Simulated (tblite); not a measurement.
Run record: tight-binding relaxation, `N(C(=O)C)(C)[SiH2]N=C`.

Computed with GFN2-xTB geometry optimisation, gas phase (tblite 0.8.0). Start geometry: from a force field or distance geometry. The command runs a driver script over a list of jobs; the input below is this job's line of settings and its coordinates in Å.

Command:
```bash
OMP_NUM_THREADS=1 python probes_run.py task.json out
```

Input:
```
{"job": {"kind": "relax", "xc": "GFN2-xTB", "basis": "xTB"}, "charge": 0, "multiplicity": 1}
C      3.131100    -1.345200    -0.188600
N      2.003200    -0.908300     0.238700
Si     1.411100     0.723600    -0.015300
N     -0.374900     0.560600    -0.292900
C     -1.156800     1.752800    -0.526600
C     -0.954100    -0.748900    -0.243700
C     -2.386800    -1.018500    -0.446300
O     -0.172100    -1.721600    -0.012000
H      3.423900    -2.384900     0.029200
H      3.804800    -0.715700    -0.772000
H      2.032000     1.420800    -1.126700
H      1.507100     1.468900     1.267500
H     -0.533700     2.521500    -1.061500
H     -2.045100     1.526500    -1.160300
H     -1.400200     2.199900     0.450800
H     -2.606300    -1.292200    -1.483900
H     -2.984000    -0.120200    -0.106600
H     -2.708000    -1.912800     0.173900
```

Task: What does the run print?

Result: 
```
step      E/eV     max force
  0    -688.24463    4.314
  1    -688.53551    3.770
  2    -688.67740    0.790
  3    -688.73257    0.697
  4    -688.80634    0.616
  5    -688.82946    0.642
  6    -688.86142    0.504
  7    -688.89099    0.437
  8    -688.90436    0.362
  9    -688.92257    0.319
... (140 lines left out)
150    -689.36051    0.016
151    -689.36057    0.021
152    -689.36066    0.022
153    -689.36076    0.030
154    -689.36089    0.026
155    -689.36109    0.033
156    -689.36135    0.032
157    -689.36148    0.024
158    -689.36155    0.010
159    -689.36157    0.009
```

«max force» is the largest atomic force in eV/Å.

Task: From which step on does the largest force stay under 0.1 eV/Å, and how much energy is left to gain from there?

Result: From step 112 (0.074 eV/Å), 15.1 meV above the end.

Summary of the converged run: energy lowered by 25.8 kcal/mol over 159 steps; largest atomic force 0.009 eV/Å at the end.

Task: Give the final coordinates.

Result: 1.030 Å rms from the input after alignment:
```
atom  x, y, z in Å
C1     2.9150   -1.2815    0.4693
N2     2.1347   -0.3090    0.4904
Si3    1.4120    0.6651   -0.7287
N4    -0.3289    0.5895   -0.4267
C5    -1.1748    1.6397    0.0651
C6    -0.7767   -0.6265   -0.7631
C7    -2.2363   -0.9513   -0.6044
O8     0.0445   -1.4282   -1.1944
H9     3.2098   -1.7432    1.4095
H10    3.3407   -1.7206   -0.4345
H11    1.6377    0.4767   -2.1562
H12    1.7678    2.0184   -0.2948
H13   -0.5627    2.5181    0.2480
H14   -1.9479    1.8978   -0.6643
H15   -1.6618    1.3516    1.0000
H16   -2.8415   -0.2618   -1.1904
H17   -2.5258   -0.8603    0.4408
H18   -2.4147   -1.9682   -0.9418
```

Time: 2.9 s of wall time. Hardware: one thread, AMD EPYC (x86_64), shared host with 64 logical CPUs at a one-minute load of 10.
Labels such as C1 count atoms from 1, the log's own numbers from 0.
